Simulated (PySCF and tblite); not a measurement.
The numbers below are computed, except where a source is named.
C8H7ClO, numbered as in [OH:1][c:2]1[cH:3][c:4]([Cl:5])[cH:6][c:7]2[c:8]1[CH2:9][CH2:10]2.

Geometries GFN2-xTB; weights from PBE0-D3(BJ)/pcSseg-1 energies and GFN2-xTB thermal corrections, with symmetry numbers and mirror pairs. Conformers within 2.5 kcal/mol (GFN2-xTB free energy) were kept, 2 at most. (PySCF 2.14, tblite 0.8.)

Rotational constants are equilibrium values for the commonest isotopes; dipoles come from the energy level named.

Torsions listed: H1–O1–C2–C3. The 4-ring runs over atoms 7–8–9–10.

```csv
conformer,shape,symmetry
1,4-ring flat; 180°,Cs
2,4-ring flat; 0°,Cs
```

(1) Give the rotational constants and dipole components, as needed to look for these species in a jet-cooled rotational spectrum.

(2) Which type of transition is strongest for conformer 1?

Results:

(1) 
```csv
conformer,A (MHz),B (MHz),C (MHz),abs μa (D),abs μb (D),abs μc (D),κ,Ic−Ia−Ib (u Å²)
1,2007,840,597,3.62,0.72,0.00,-0.65,-6.4
2,1996,841,596,1.18,0.49,0.00,-0.65,-6.3
```

(2) a-type, since that component is clearly the largest; the top is asymmetric (κ = -0.65).
